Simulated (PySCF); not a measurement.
Atom-mapped SMILES (the numbers label the heavy atoms): `[CH3:1][N:2]([SiH3:3])[Si@@H:4]([CH3:5])[PH2:6]` (H(Xn): hydrogen on atom n).

Level of theory: NMR shieldings at PBE0/pcSseg-1/GIAO, GFN2-xTB structure, in PySCF 2.14.0 with density-fitted response routines (rapidly exchanging positions averaged, a single conformation, non-relativistic, gas phase).

Shifts are taken against calculated references (same method and geometry level): TMS for ¹³C (σref 186.93) and ¹H (σref 31.72) and ²⁹Si (σref 349.16); ¹⁵N (σref 267.73) vs NH3; ³¹P (σref 318.38) against H3PO4.

| atoms | nucleus | count | δ (ppm) |
| --- | --- | --- | --- |
| H(C1) | ¹H | 3 | 2.80 |
| H(P6) | ¹H | 2 | 0.82 |
| C5 | ¹³C | 1 | 3.2 |
| Si3 | ²⁹Si | 1 | ? |
| H(Si3) | ¹H | 3 | 4.67 |
| C1 | ¹³C | 1 | 39.7 |
| Si4 | ²⁹Si | 1 | ? |
| H(Si4) | ¹H | 1 | 5.33 |
| N2 | ¹⁵N | 1 | ? |
| H(C5) | ¹H | 3 | 0.50 |
| P6 | ³¹P | 1 | -284.4 |

**Question.** Complete the table.

**Answer.** 
- N2: 1.2 ppm, nitrogen bonded to C, 2 Si
- Si4: -1.0 ppm, silicon bonded to C, N, P, H
- Si3: -46.5 ppm, silicon bonded to N, 3 H

Shifts are as computed. Against solution values, carbons near 30 ppm lie about +3 ppm off and those near 130 ppm about +5 ppm. Of 1211 compounds with measured shifts, 218 miss one by over three times the rms of a fit or turn the order of signals round; such compounds aren't used in these exercises. Experimental scales use liquid or dissolved standards, which lie at an offset from isolated NH3 (liquid NH3: subtract about 20 ppm) and H3PO4.
